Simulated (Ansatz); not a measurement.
Consider the atomization: `C=C1N[SiH2]1` → 2 C• + 5 H• + N• + Si•.

Computed with Ansatz on PBE0-D4/def2-TZVP structures; ΔE is electronic, products minus reactants. CCSD(T)/CBS adds triple-zeta CCSD(T) − MP2 to the extrapolated MP2 energy (def2 sets, frozen cores). This one scheme is used for every species, atoms too. Open shells (•) are unrestricted, without spin–orbit coupling. Spin–orbit coupling would lower the free atoms: a little for C, Si.

| species | CCSD(T)/def2-TZVPP energy (Eh) |
| --- | --- |
| `C=C1N[SiH2]1` | -422.73014 |
| C• | -37.78103 |
| H• | -0.49981 |
| N• | -54.51594 |
| Si• | -288.92770 |

Problem. Work out ΔE.

Solution. ΔE = 5 × (-0.49981) + 2 × (-37.78103) + (-54.51594) + (-288.92770) − (-422.73014) = 1.22539 Eh = +3217.3 kJ/mol. CCSD(T)/CBS gives +3318.1 kJ/mol.

Largest T1 diagnostic among the species: 0.014.

From PBE to PBE0 (25 % exact exchange), in def2-TZVPP and without D4, ΔE moves by −73.1 kJ/mol: exact exchange takes away binding that semilocal exchange gives to molecules. At CCSD(T), def2-SVP lies −211.9 kJ/mol from the extrapolated value and def2-TZVPP −100.8 kJ/mol: correlation converges slowly with the basis, and small sets miss more of it in the bonded molecule than in its fragments. Leaving LDA and LC-ωPBE aside and taking each functional with its dispersion term where it has one, the values, not all of them listed here, spread over 197.8 kJ/mol, from BHLYP-D4 to PBE-D4. LDA lies +437.4 kJ/mol from PBE without D4, its usual overbinding.

For atomizations the MP2-based limit and the directly extrapolated one differ by several kJ/mol either way, and by 10 to 25 for some Ge, Se and Sn compounds, so smaller differences from it don't rank the levels.
